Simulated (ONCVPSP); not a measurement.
## Building the ONCV potential for silicon (PBE, scalar-relativistic).

Input for ONCVPSP 4.0.1:

```
# ATOM AND REFERENCE CONFIGURATION
# atsym  z   nc   nv     iexc    psfile
  Si 14.00    3    2        4      upf
#
#   n    l    f
    1    0    2.00
    2    0    2.00
    2    1    6.00
    3    0    2.00
    3    1    2.00
#
# PSEUDOPOTENTIAL AND OPTIMIZATION
# lmax
    2
#
#   l,   rc,      ep,       ncon, nbas, qcut
    0    1.90    0.00    3    7    3.60
    1    2.05    0.00    3    7    4.50
    2    1.70    0.10    5   10    5.90
#
# LOCAL POTENTIAL
# lloc, lpopt,  rc(5),   dvloc0
    4    5    1.25    1.00
#
# VANDERBILT-KLEINMAN-BYLANDER PROJECTORs
# l, nproj, debl
    0    2    3.90
    1    2    3.80
    2    2    3.60
#
# MODEL CORE CHARGE
# icmod, fcfact, rcfact
    3    5.75    1.40
#
# LOG DERIVATIVE ANALYSIS
# epsh1, epsh2, depsh
   -2.00    5.00    0.02
#
# OUTPUT GRID
# rlmax, drl
    6.00    0.01
#
# TEST CONFIGURATIONS
# ncnf
    4
# nvcnf
#   n    l    f
    2
    3    0    2.00
    3    1    1.00
#
    2
    3    0    2.00
    3    1    0.00
#
    2
    3    0    1.00
    3    1    0.00
#
    2
    3    0    1.00
    3    1    2.00
#
```

Command:

```bash
oncvpsp.x < Si.dat > Si.out
```

Resulting log (shortened: citation, most of the input echo, consistency checks and plot data are left out):

```
ONCVPSP  (Optimized Norm-Conservinng Vanderbilt PSeudopotential)
scalar-relativistic version 4.0.1

#   n    l    f        energy (Ha)
    1    0    2.00    -6.5631993E+01
    2    0    2.00    -5.1265474E+00
    2    1    6.00    -3.5117357E+00
    3    0    2.00    -3.9736459E-01
    3    1    2.00    -1.4998149E-01

Reference configufation results
  iterations    26
  all-electron total energy (Ha)   -2.89836820D+02

Begin loop to  construct optimized pseudo wave functions
and semi-local pseudopoentials for all angular momenta

   Wellstate for l =  0  n =  5
     eigenvalue =   3.5026
     asymptotic potential =   4.0026
     half-point radius =  3.0191

Calculating optimized projector #   1

 for l=   0

    Fraction of norm inside rc  0.429551
    Optimizing pswf for qcut=   3.60 a_B^-1,  ecut=   6.46 Ha
    Residual kinetic energy error=  7.79D-04 Ha

    Energy error per electron        Cutoff
         Ha          eV             Ha
         0.01000     0.27211        3.87
         0.00100     0.02721        6.17
         0.00010     0.00272       31.92
         0.00001     0.00027       54.23

Calculating optimized projector #   2

 for l=   0

    Fraction of norm inside rc  0.155982
    Optimizing pswf for qcut=   3.60 a_B^-1,  ecut=   6.46 Ha
    Residual kinetic energy error=  1.15D-01 Ha

    Energy error per electron        Cutoff
         Ha          eV             Ha
         0.01000     0.27211       15.63
         0.00100     0.02721       48.54
         0.00010     0.00272       72.18

   Wellstate for l =  1  n =  6
     eigenvalue =   3.6500
     asymptotic potential =   4.1500
     half-point radius =  4.0317

Calculating optimized projector #   1

 for l=   1

    Fraction of norm inside rc  0.300019
    Optimizing pswf for qcut=   4.51 a_B^-1,  ecut=  10.17 Ha
    Residual kinetic energy error=  6.67D-06 Ha

    Energy error per electron        Cutoff
         Ha          eV             Ha
         0.01000     0.27211        2.07
         0.00100     0.02721        3.10
         0.00010     0.00272        6.82
         0.00001     0.00027        9.71

Calculating optimized projector #   2

 for l=   1

    Fraction of norm inside rc  0.128978
    Optimizing pswf for qcut=   4.51 a_B^-1,  ecut=  10.17 Ha
    Residual kinetic energy error=  1.00D-03 Ha

    Energy error per electron        Cutoff
         Ha          eV             Ha
         0.01000     0.27211        6.66
         0.00100     0.02721       10.13
         0.00010     0.00272       30.09
         0.00001     0.00027       54.13

   Wellstate for l =  2  n =  3
     eigenvalue =   0.1000
     asymptotic potential =   0.6000
     half-point radius = 11.3629

   Wellstate for l =  2  n =  5
     eigenvalue =   3.7000
     asymptotic potential =   4.2000
     half-point radius =  3.0908

Calculating optimized projector #   1

 for l=   2

    Fraction of norm inside rc  0.028294
    Optimizing pswf for qcut=   5.90 a_B^-1,  ecut=  17.38 Ha
    Residual kinetic energy error=  4.48D-05 Ha

    Energy error per electron        Cutoff
         Ha          eV             Ha
         0.01000     0.27211        3.58
         0.00100     0.02721        9.70
         0.00010     0.00272       15.39
         0.00001     0.00027       49.15

Calculating optimized projector #   2

 for l=   2

    Fraction of norm inside rc  0.164008
    Optimizing pswf for qcut=   5.90 a_B^-1,  ecut=  17.38 Ha
    Residual kinetic energy error=  2.23D-02 Ha

    Energy error per electron        Cutoff
         Ha          eV             Ha
         0.01000     0.27211       19.76
         0.00100     0.02721       60.84
         0.00010     0.00272      146.85
         0.00001     0.00027      164.12

Construct Vanderbilt / Kleinmman-Bylander projectors

B matrix Hermiticity error, ll=   0
   1   2   -1.6850E-04

  Orthonormal projector coefficients  7.7502E+00  1.4654E+00

B matrix Hermiticity error, ll=   1
   1   2    7.8677E-05

  Orthonormal projector coefficients  3.7581E+00  4.7756E-01

B matrix Hermiticity error, ll=   2
   1   2   -2.7243E-05

  Orthonormal projector coefficients -4.7344E+00 -1.3758E+00

Model core correction analysis
  based on d2Exc/dn_idn_j

d2excae - all-electron derivatives

   -3.640456D-02   -2.812840D-02
   -2.812867D-02   -2.725833D-02

d2excps - pseudofunction derivatives with no core correction

   -3.918675D-02   -2.934012D-02
   -2.934265D-02   -2.781231D-02

rms 2nd derivative error    1.657518E-03

rmatch, rhocmatch    1.2054    0.6376

Teter function model core charge with specified parameters

d2excps - pseudofunction derivatives with core correction

   -3.460787D-02   -2.752085D-02
   -2.752218D-02   -2.711307D-02

rms 2nd derivative error    9.982670E-04

Pseudoatom total energy   -3.781011

Diagnostic tests using Vanderbilt-Kleinman-Bylander pseudopotentials
  1 or more projectors used as specified by nproj input data

   l    rcore       rmatch      e in        delta e   norm test  slope test

   0   1.9105873   1.9685968  -0.3973646   0.0000383   1.0000478   1.0005483
   0   1.9105873   1.9685968   3.5026354   0.0005934   1.0000752   1.0000752

   1   2.0527811   2.1151080  -0.1499815   0.0000047   1.0000208   0.9992775
   1   2.0527811   2.1151080   3.6500185   0.0001807   1.0000890   1.0000890

   2   1.7053175   1.7570946   0.1000000   0.0000066   1.0000204   1.0000204
   2   1.7053175   1.7570946   3.7000000   0.0000344   1.0001461   1.0001461

 Testing for bound ghosts
   n   l    E NL Schr. Eq   E Basis Diag.   E Cutoff

   1   0       -0.397326       -0.394366     51.20

   2   1       -0.149977       -0.139549     52.36

 Testing for highly-localized positive-energy ghosts
       l    <radius>/rc     E Basis Diag.   E Cutoff

       0        0.417703        4.740026     51.20  WARNING - GHOST(+)

Test configuration 0

   n   l     f        eae           eps        diff
   1   0  2.0000  -65.63199305
   2   0  2.0000   -5.12654738
   2   1  6.0000   -3.51173570
   3   0  2.0000   -0.39736459   -0.39732631    3.83D-05
   3   1  2.0000   -0.14998149   -0.14997676    4.73D-06

    Total energies and differences
      AE_ref= -2.89836820D+02  AE_tst= -2.89836820D+02  dif=  0.00D+00
      PS_ref= -3.78101102D+00  PS_tst= -3.78101102D+00  dif= -4.44D-16
      PSP excitation error=  4.44D-16

Test configuration 1

   n   l     f        eae           eps        diff
   1   0  2.0000  -65.98789348
   2   0  2.0000   -5.47570426
   2   1  6.0000   -3.86146401
   3   0  2.0000   -0.69950321   -0.69921760    2.86D-04
   3   1  1.0000   -0.42834919   -0.42806422    2.85D-04

    Total energies and differences
      AE_ref= -2.89836820D+02  AE_tst= -2.89552380D+02  dif=  2.84D-01
      PS_ref= -3.78101102D+00  PS_tst= -3.49667154D+00  dif=  2.84D-01
      PSP excitation error=  1.01D-04

Test configuration 2

   n   l     f        eae           eps        diff
   1   0  2.0000  -66.43699071
   2   0  2.0000   -5.90942986
   2   1  6.0000   -4.29635628
   3   0  2.0000   -1.04868596   -1.04817694    5.09D-04

    Total energies and differences
      AE_ref= -2.89836820D+02  AE_tst= -2.88964655D+02  dif=  8.72D-01
      PS_ref= -3.78101102D+00  PS_tst= -2.90945716D+00  dif=  8.72D-01
      PSP excitation error=  6.12D-04

Test configuration 3

   n   l     f        eae           eps        diff
   1   0  2.0000  -67.01663042
   2   0  2.0000   -6.46352154
   2   1  6.0000   -4.85157200
   3   0  1.0000   -1.45115744   -1.45278470   -1.63D-03

    Total energies and differences
      AE_ref= -2.89836820D+02  AE_tst= -2.87716225D+02  dif=  2.12D+00
      PS_ref= -3.78101102D+00  PS_tst= -1.66052642D+00  dif=  2.12D+00
      PSP excitation error=  1.11D-04

Test configuration 4

   n   l     f        eae           eps        diff
   1   0  2.0000  -66.04811752
   2   0  2.0000   -5.53439407
   2   1  6.0000   -3.91967389
   3   0  1.0000   -0.72644023   -0.72717308   -7.33D-04
   3   1  2.0000   -0.45152759   -0.45146317    6.44D-05

    Total energies and differences
      AE_ref= -2.89836820D+02  AE_tst= -2.89279311D+02  dif=  5.58D-01
      PS_ref= -3.78101102D+00  PS_tst= -3.22320437D+00  dif=  5.58D-01
      PSP excitation error= -2.98D-04
```

The run took about 3.1 s on one core of a shared server CPU.
